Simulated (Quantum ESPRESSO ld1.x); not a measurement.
ld1.x (Quantum ESPRESSO 7.5) input

```
 &input
    zed=61.0,
    iswitch=1,
    rel=2,
    dft='PBE',
    config='[Kr] 4d10 4f1 5s2',
    rel_dist='average',
    verbosity='high',
    lsmall=.true.,
    prefix='ld1',
    max_out_wfc=37,
    file_charge='ld1.rho',
 /
```

Output (excerpt):

```
     Program LD1 v.7.5 starts

     --------------------------- All-electron run ----------------------------

     dirac relativistic calculation

     atomic number is 61.00
     dft =PBE   lsd =0 sic =0 latt =0  beta=0.20 tr2=1.0E-14
     Exchange-correlation= PBE
                           (   1   4   3   4   0   0   0)
     mesh =2091 r(mesh) = 100.39638 a.u. xmin = -8.00 dx = 0.00800
     1 Ry =  13.60569312 eV, c = 137.03599908

     n l j   nl                  e(Ry)          e(Ha)          e(eV)
     Spin orbit split results
     1 0 0.5 1S 1( 2.00)   -3322.768069749   -1661.384034874 -45208.5626759
     2 0 0.5 2S 1( 2.00)    -553.996240961    -276.998120480  -7537.5028458
     2 1 0.5 2P 1( 2.00)    -525.457718927    -262.728859463  -7149.2164728
     2 1 1.5 2P 1( 4.00)    -484.285355045    -242.142677522  -6589.0379247
     3 0 0.5 3S 1( 2.00)    -134.020563454     -67.010281727  -1823.4426585
     3 1 0.5 3P 1( 2.00)    -121.798421361     -60.899210680  -1657.1519439
     3 1 1.5 3P 1( 4.00)    -113.513411835     -56.756705917  -1544.4286468
     4 0 0.5 4S 1( 2.00)     -39.480100982     -19.740050491   -537.1541384
     4 1 0.5 4P 1( 2.00)     -34.778967564     -17.389483782   -473.1919598
     4 1 1.5 4P 1( 4.00)     -32.881692774     -16.440846387   -447.3782212
     3 2 1.5 3D 1( 4.00)     -92.284575686     -46.142287843  -1255.5956168
     3 2 2.5 3D 1( 6.00)     -90.490840849     -45.245420425  -1231.1906110
     4 2 1.5 4D 1( 4.00)     -25.091601049     -12.545800525   -341.3886238
     4 2 2.5 4D 1( 6.00)     -24.737850651     -12.368925326   -336.5756045
     4 3 2.5 4F 1( 0.43)     -15.497385444      -7.748692722   -210.8526706
     4 3 3.5 4F 1( 0.57)     -15.439585135      -7.719792568   -210.0662573
     5 0 0.5 5S 1( 2.00)     -16.235977871      -8.117988936   -220.9017325
     Averaged results
     1 0     1S 1( 2.00)   -3322.768069749   -1661.384034874 -45208.5626759
     2 0     2S 1( 2.00)    -553.996240961    -276.998120480  -7537.5028458
     2 1     2P 1( 6.00)    -498.009476339    -249.004738169  -6775.7641074
     3 0     3S 1( 2.00)    -134.020563454     -67.010281727  -1823.4426585
     3 1     3P 1( 6.00)    -116.275081677     -58.137540838  -1582.0030791
     4 0     4S 1( 2.00)     -39.480100982     -19.740050491   -537.1541384
     4 1     4P 1( 6.00)     -33.514117704     -16.757058852   -455.9828008
     3 2     3D 1(10.00)     -91.208334784     -45.604167392  -1240.9526133
     4 2     4D 1(10.00)     -24.879350810     -12.439675405   -338.5008122
     4 3     4F 1( 1.00)     -15.464356696      -7.732178348   -210.4032916
     5 0     5S 1( 2.00)     -16.235977871      -8.117988936   -220.9017325

     final scf error:  3.4E-15 reached in  19 iterations

     Etot =  -19974.074522 Ry,   -9987.037261 Ha, -271761.128364 eV

     Ekin =   21608.984775 Ry,   10804.492387 Ha,  294005.215548 eV
     Encl =  -48053.342882 Ry,  -24026.671441 Ha, -653799.036784 eV
     Eh   =    6913.626356 Ry,    3456.813178 Ha,   94064.678563 eV
     Exc  =    -443.342771 Ry,    -221.671386 Ha,   -6031.985691 eV
```

Run on one thread of a shared host, so times are rough (Intel(R) Xeon(R) Processor @ 2.60GHz): 0.69 s of CPU time, 0.73 s wall, 19 iterations on 2091 mesh points.
